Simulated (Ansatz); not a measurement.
Dissociation curve of AlH, singlet.

- RKS-PBE = restricted PBE/aug-cc-pVQZ (Ansatz, a first-principles code)
- UCCSD(T) = CCSD(T) on UHF/aug-cc-pVQZ, frozen core (Ansatz)
- RKS-CAM-B3LYP = restricted CAM-B3LYP/aug-cc-pVQZ (Ansatz)

Total energies in hartree (comparable only within one method and basis):

```tsv
R / Å	RKS-PBE	UCCSD(T)	RKS-CAM-B3LYP
1.22	-242.77342	-242.48271	-242.92228
1.34	-242.81217	-242.52133	-242.96019
1.40	-242.82421	-242.53309	-242.97176
1.49	-242.83579	-242.54409	-242.98260
1.57	-242.84121	-242.54889	-242.98733
1.58	-242.84163	-242.54923	-242.98767
1.66	-242.84340	-242.55032	-242.98873
1.68	-242.84345	-242.55019	-242.98860
1.79	-242.84163	-242.54741	-242.98580
1.82	-242.84064	-242.54615	-242.98455
1.90	-242.83726	-242.54208	-242.98046
2.03	-242.83012	-242.53390	-242.97219
2.24	-242.81648	-242.51886	-242.95678
2.47	-242.80088	-242.50213	-242.93931
2.69	-242.78666	-242.48693	-242.92332
2.93	-242.77259	-242.47219	-242.90728
3.34	-242.75260	-242.45246	-242.88371
3.71	-242.73877	-242.44164	-242.86642
4.02	-242.72984	-242.43732	-242.85447
4.41	-242.72137	-242.43512	-242.84221
5.00	-242.71285	-242.43411	-242.82825
5.80	-242.70648	-242.43380	-242.81558
6.62	-242.70320	-242.43373	-242.80726
```

The restricted form behind RKS-PBE, RKS-CAM-B3LYP keeps the bonding electrons paired and can't separate into open-shell fragments. The unrestricted determinant behind UCCSD(T) is spin-contaminated at 1.22 to 1.90, 2.47 to 6.62 Å (<S²> up to 1.0, against 0.00 for a pure singlet).
